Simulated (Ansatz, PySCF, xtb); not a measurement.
Process, species as SMILES: C1CN1 + 2 C (CH4) + N (NH3) -> CC (C2H6) + 2 CN (CH5N) [methanamine]
Each molecule is optimised on its own at B3LYP-D3(BJ)/def2-TZVP (Ansatz, a quantum-chemistry and plane-wave program).

Quantity: bond separation energy (enthalpy at 298 K, with B3LYP-D3(BJ) rigid-rotor harmonic-oscillator terms from PySCF), in kcal/mol. Cores are frozen in the correlated levels unless marked. Spin-orbit coupling is left out. Non-relativistic. CBS marks a two-point X^-3 extrapolation of the correlation energy; Hartree-Fock from the larger set. [CCSD(T)-MP2]/basis is that difference in the basis named.

| level | program | bond separation energy (kcal/mol) |
|---|---|---|
| GFN2-xTB | xtb | -13.3 |

Task: Predict the RI-MP2/CBS(cc-pVTZ,cc-pVQZ)+[CCSD(T)-MP2]/cc-pVTZ result (Ansatz).

Result: -14.6 kcal/mol
